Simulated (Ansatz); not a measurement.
Geometry optimisation, Ansatz, RHF/def2-SVP.

Input file:

```yaml
crystal:
  periodic: [false, false, false]
  atoms:
    - { symbol: B, position_ang: [0.0, 0.0, 0.0] }
    - { symbol: "N", position_ang: [0.0, 0.0, 1.9] }
    - { symbol: H, position_ang: [-0.877, -0.2713, 2.43] }
    - { symbol: H, position_ang: [0.877, 0.2713, 2.43] }
    - { symbol: O, position_ang: [1.2211, 0.0, -0.705] }
    - { symbol: H, position_ang: [1.5209, -0.9519, -0.8599] }
    - { symbol: O, position_ang: [-1.2211, 0.0, -0.705] }
    - { symbol: H, position_ang: [-1.7308, -0.8467, -0.4965] }
    - { symbol: H, position_ang: [-0.1864, 1.4017, 0.4698] }
    - { symbol: H, position_ang: [-0.1534, 1.1538, 1.3606] }
basis:
  gaussian: { orbitals: def2-SVP }
hamiltonian:
  xc: hf
relax:
  f_tol: 0.15
  max_steps: 25
  restrain:
    - { distance: [0, 8], at: 2.39, k: 30.0 }
    - { distance: [9, 1], at: 2.26, k: 30.0 }
    - { distance: [0, 1], at: 1.55, k: 30.0 }
    - { distance: [9, 8], at: 0.66, k: 30.0 }
```

Launched with:

```bash
$ ansatz run input.yaml --threads 1 --pin off --max-ram 2048MiB --backend cpu --events-out ev --progress --plain --runs-dir out
```

**Question.** Where does it end, and by what steps?

**Answer.** The forces met the threshold. The restraints hold the end off the free minimum. After 13 steps the energy has fallen by 5.170 eV (the restraints' own energy left out); H10 moved furthest, 0.83 Å.

```
step  energy less start (eV)  largest force component (eV/Å)  accepted
   0                  0.0000                           5.023       yes
   1                 -0.8618                           2.662       yes
   2                 -1.8778                           3.306       yes
   3                 -3.4061                           2.427       yes
   4                 -4.4466                           1.338       yes
   5                 -4.7338                           1.186       yes
   6                 -4.9088                           1.670       yes
   7                 -5.0340                           2.338       yes
   8                 -5.1023                           2.057       yes
   9                 -5.1558                           2.153       yes
  10                 -5.1637                           2.018       yes
  11                 -5.1373                           2.176        no
  12                 -5.1674                           1.916       yes
  13                 -5.1696                           2.032       yes
```

```xyz
10
Properties=species:S:1:pos:R:3
B 0.097 -0.351 0.318
N -0.059 -0.249 1.789
H -0.887 -0.559 2.252
H 0.758 -0.316 2.360
O 1.346 -0.287 -0.200
H 1.356 -0.322 -1.144
O -0.962 -0.513 -0.520
H -1.810 -0.509 -0.109
H -0.182 2.033 0.199
H -0.206 1.830 0.879
```

Time of the run: 22 s on 1 thread of Arm Neoverse V1, on a shared host, peak memory 0.14 GiB.
